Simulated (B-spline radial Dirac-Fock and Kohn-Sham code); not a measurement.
# Binding energies of Yb at several levels of theory

System: the Yb atom, configuration [Xe] 4f13 5d1 6s2 (not the ground configuration).

The density-functional columns are spherical, spin-unpolarised Dirac-Kohn-Sham results without Breit or QED terms: −ε is minus the orbital energy of the initial state and ΔSCF the difference of two total energies. The reference in the last column comes from Dirac-Fock ΔSCF + Breit + QED. All numbers are from a radial B-spline solver, in eV; a selection of levels is shown. The Kohn-Sham columns are given as differences from the reference. For the 1s level of heavy atoms much of the gap between ΔSCF and the reference is the Breit and QED part, -290.1 eV here; for other levels the error of the functional can be larger.

```csv
level,LDA −ε − DF,LDA ΔSCF − DF,Dirac-Fock
1s,-233.0,+278.3,61336.2
2s,-149.0,-58.6,10503.1
2p1/2,-105.6,+11.1,9986.9
2p3/2,-116.3,-14.5,8951.8
3s,-73.2,-49.4,2412.7
3p1/2,-56.8,-31.0,2186.8
3p3/2,-55.9,-32.5,1964.0
3d3/2,-35.0,-6.3,1584.6
3d5/2,-35.9,-8.1,1537.0
4s,-36.1,-26.3,501.8
4p1/2,-28.8,-19.1,409.7
4p3/2,-29.1,-19.7,359.5
4d3/2,-17.4,-8.3,207.8
4d5/2,-17.5,-8.4,198.7
4f,-3.4,+4.5,13.14
5s,-8.8,-2.7,68.09
5p1/2,-4.2,+1.4,40.06
5p3/2,-4.3,+1.0,33.63
5d,-2.5,+1.1,4.49
6s,-0.9,+1.8,5.66
```

Values without a named source are computed, but for edge energies of neutral atoms, which are taken from tables.
